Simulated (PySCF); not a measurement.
## C₆ coefficients of unlike pairs at revPBE

Calculated with PySCF 2.14 from the dipole response of each species, C₆(A,B) = (3/π) ∫ α_A(iu) α_B(iu) du, in atomic units, from isotropic polarisabilities. For ions this is the dispersion term alone; charge-induced terms of lower order in 1/R come first.

```csv
species,configuration,basis,relativity,α (bohr³),C₆ (like pair)
Mo²⁺,[Kr] 4d4 (5D),"aug-cc-pVTZ-PP with one added diffuse shell each of s, p, d, f, g type with ECP28MDF (7s7p6d4f3g)",core potential,10.58,56.38
Ba²⁺,[Xe] (1S),aug-cc-pVQZ-X2C (10s9p7d4f2g),spin-free X2C,10.51,74.94
Al³⁺,[Ne] (1S),aug-cc-pV(T+d)Z (6s5p4d2f),none,0.2677,0.2342
```

(1) Estimate C₆ for Ba²⁺ with Mo²⁺.

No spin-orbit coupling is included.

The other pairs:

```tsv
pair	C₆
Al³⁺, Ba²⁺	3.296
Al³⁺, Mo²⁺	2.772
```

Results:

(1) The integral gives 64.74. The combination rule 2 C_A C_B / (C_A α_B/α_A + C_B α_A/α_B) gives 64.29 and the geometric mean 65.00.
